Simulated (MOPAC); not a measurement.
Job for MOPAC: PM7 on GeH5I (a complex), monomers drawn apart or pushed together.

```
PM7 1SCF PRECISE CHARGE=0 THREADS=1
GeH5I

Ge     0.07552908 1     0.15567178 1    -0.01274647 1
H      1.46085800 1     0.06768971 1     0.64440635 1
H     -0.64646337 1    -1.19085611 1     0.12507569 1
H      0.23999343 1     0.50411443 1    -1.50079458 1
H     -0.74507799 1     1.25432418 1     0.67872790 1
I     -0.18621739 1    -0.44912530 1     3.69512237 1
H      0.57217112 1     0.92592367 1     3.31727521 1
```

The log:

```
*******************************************************************************
 **                                                                           **
 **                              MOPAC v23.2.5                                **
 **                                                                           **
 *******************************************************************************
 ** MOPAC's Digital Object Identifier: https://doi.org/10.5281/zenodo.6511958 **
 **                                                                           **
 ** Please cite the open-source release paper for use of this MOPAC version:  **
 ** J. E. Moussa and J. J. P. Stewart (2026)                                  **
 ** MOPAC: An open-source semiempirical molecular orbital program             **
 ** J. Open Source Softw., 11(119), 8025, https://doi.org/10.21105/joss.08025 **
 *******************************************************************************

                              PM7 CALCULATION RESULTS

 *******************************************************************************
 *  PM7        - The PM7 Hamiltonian to be used
 *
 *
 *
 *                 CHARGE ON SYSTEM = 0
 *
 *
 *
 *  PRECISE    - TIGHTER CRITERIA TO BE USED
 *  1SCF       - DO 1 SCF AND THEN STOP
 *  THREADS=1  - MULTI-THREADING NOT USED
 *  T=         - A TIME OF 172800.0 SECONDS REQUESTED
 *  DUMP=N     - RESTART FILE WRITTEN EVERY 7200.0 SECONDS REQUESTED
 *******************************************************************************
PM7 1SCF PRECISE CHARGE=0 THREADS=1
 GeH5I

   ATOM   CHEMICAL          X               Y               Z
  NUMBER   SYMBOL      (ANGSTROMS)     (ANGSTROMS)     (ANGSTROMS)

     1      Ge          0.07552908  *   0.15567178  *  -0.01274647  *
     2       H          1.46085800  *   0.06768971  *   0.64440635  *
     3       H         -0.64646337  *  -1.19085611  *   0.12507569  *
     4       H          0.23999343  *   0.50411443  *  -1.50079458  *
     5       H         -0.74507799  *   1.25432418  *   0.67872790  *
     6       I         -0.18621739  *  -0.44912530  *   3.69512237  *
     7       H          0.57217112  *   0.92592367  *   3.31727521  *



          CARTESIAN COORDINATES

    NO.       ATOM           X           Y           Z

     1        Ge          0.0755      0.1557     -0.0127
     2         H          1.4609      0.0677      0.6444
     3         H         -0.6465     -1.1909      0.1251
     4         H          0.2400      0.5041     -1.5008
     5         H         -0.7451      1.2543      0.6787
     6         I         -0.1862     -0.4491      3.6951
     7         H          0.5722      0.9259      3.3173

 General Reference for PM7:
 "Optimization of Parameters for Semiempirical Methods VI: More Modifications to the
 NDDO Approximations and Re-optimization of Parameters", J. J. P. Stewart, J. Mol. Mod., 1:32, 19 (2013)
 https://link.springer.com/article/10.1007/s00894-012-1667-x

           Empirical Formula: H5 Ge I  =     7 atoms



      MOLECULAR POINT GROUP   :   Cs


      RHF CALCULATION, NO. OF DOUBLY OCCUPIED LEVELS = 8


 -------------------------------------------------------------------------------
 PM7 1SCF PRECISE CHARGE=0 THREADS=1
 GeH5I



     1SCF WAS SPECIFIED, SO BFGS WAS NOT USED
     SCF FIELD WAS ACHIEVED


                              PM7 CALCULATION
                                                       MOPAC v23.2.5 Linux




          FINAL HEAT OF FORMATION =         26.74281 KCAL/MOL =     111.89190 KJ/MOL


          COSMO AREA              =        129.77 SQUARE ANGSTROMS
          COSMO VOLUME            =        120.55 CUBIC ANGSTROMS

          IONIZATION POTENTIAL    =          9.560692 EV
          HOMO LUMO ENERGIES (EV) =         -9.561  1.046
          NO. OF FILLED LEVELS    =          8
          MOLECULAR WEIGHT        =        204.5340         POINT GROUP:  Cs

          MOLECULAR DIMENSIONS (Angstroms)

            Atom       Atom       Distance
            I     6    H     4     5.29980
            H     7    H     3     3.02138
            H     2    H     5     2.50500


          SCF CALCULATIONS        =          1





   ATOM   CHEMICAL          X               Y               Z
  NUMBER   SYMBOL      (ANGSTROMS)     (ANGSTROMS)     (ANGSTROMS)

     1      Ge          0.07552908  *   0.15567178  *  -0.01274647  *
     2       H          1.46085800  *   0.06768971  *   0.64440635  *
     3       H         -0.64646337  *  -1.19085611  *   0.12507569  *
     4       H          0.23999343  *   0.50411443  *  -1.50079458  *
     5       H         -0.74507799  *   1.25432418  *   0.67872790  *
     6       I         -0.18621739  *  -0.44912530  *   3.69512237  *
     7       H          0.57217112  *   0.92592367  *   3.31727521  *

                             CARTESIAN COORDINATES

   1   Ge        0.075529080     0.155671780    -0.012746470
   2    H        1.460858000     0.067689710     0.644406350
   3    H       -0.646463370    -1.190856110     0.125075690
   4    H        0.239993430     0.504114430    -1.500794580
   5    H       -0.745077990     1.254324180     0.678727900
   6    I       -0.186217390    -0.449125300     3.695122370
   7    H        0.572171120     0.925923670     3.317275210


           Empirical Formula: H5 Ge I  =     7 atoms



      MOLECULAR POINT GROUP   :   Cs


                  EIGENVALUES
 -24.86140 -17.80907 -12.58541 -12.16599 -12.12720 -11.98761  -9.64165  -9.56069
   1.04646   1.05956   1.17642   2.12942   4.76845 123.65570 123.66310 123.77906
 124.09283 124.10357


              NET ATOMIC CHARGES AND DIPOLE CONTRIBUTIONS

  ATOM NO.   TYPE          CHARGE      No. of ELECS.   s-Pop       p-Pop       d-Pop
    1         Ge          -0.285593        4.2856     0.97847     3.30712
    2          H           0.061137        0.9389     0.93886
    3          H           0.083893        0.9161     0.91611
    4          H           0.075048        0.9250     0.92495
    5          H           0.061765        0.9382     0.93823
    6          I          -0.166778        7.1668     1.87179     5.29110     0.00389
    7          H           0.170528        0.8295     0.82947
 DIPOLE           X         Y         Z       TOTAL
 POINT-CHG.     0.548     0.998    -0.325     1.185
 HYBRID         0.454     0.822    -0.209     0.962
 SUM            1.002     1.820    -0.534     2.146


          ATOMIC ORBITAL ELECTRON POPULATIONS

     Atom    s        px        py        pz      x^2-y^2     xz        z^2       yz        xy
    1 Ge   0.97847   1.09153   1.10655   1.10904
    2  H   0.93886
    3  H   0.91611
    4  H   0.92495
    5  H   0.93823
    6  I   1.87179   1.84413   1.48819   1.95879   0.00070   0.00024   0.00091   0.00058   0.00146
    7  H   0.82947

 **********************
 *                    *
 * JOB ENDED NORMALLY *
 *                    *
 **********************




 == MOPAC DONE ==
```

The run finished.

Cost: very roughly 0.14 core-seconds.
